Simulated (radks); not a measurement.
Valence configurations of the technetium ion Tc2+ (all share [Kr]). All-electron calculation, scalar-relativistic Kohn-Sham, r2SCAN, spin-polarised, spherical densities, finite nucleus; open shells are filled with parallel spins first (spin-orbit coupling, left out, can overturn this in heavy ions); meta-GGA in the generalised Kohn-Sham scheme; Fermi nuclear charge, rms radius 4.4112 fm. Program: a radial shooting solver on a logarithmic mesh with Libxc functionals. Energies are relative to 4d5; eigenvalues in eV for spin up.

| valence | E (eV) | moment (Bohr magnetons) | e(4d) | e(5p) | e(5s) |
|---|---|---|---|---|---|
| 4d5 | 0.000 | 5 | -24.143 | - | - |
| 4d4 5p1 | 12.109 | 5 | -28.381 | -15.369 | - |
| 4d3 5p2 | 26.101 | 5 | -32.449 | -17.441 | - |
| 4d4 5s1 | 5.950 | 5 | -27.397 | - | -21.036 |
| 4d3 5s1 5p1 | 19.582 | 5 | -31.518 | -16.904 | -23.508 |
| 4d2 5p3 | 42.171 | 5 | -36.379 | -19.226 | - |
| 4d3 5s2 | 15.782 | 3 | -30.486 | - | -22.048 |
| 4d4.5 5p0.5 | 5.832 | 5 | -26.288 | -14.192 | - |

NIST lists [Kr] 4d5 as the ground configuration; this level of theory agrees among the configurations tried. The energies are those of spherical high-spin densities, not of single terms.
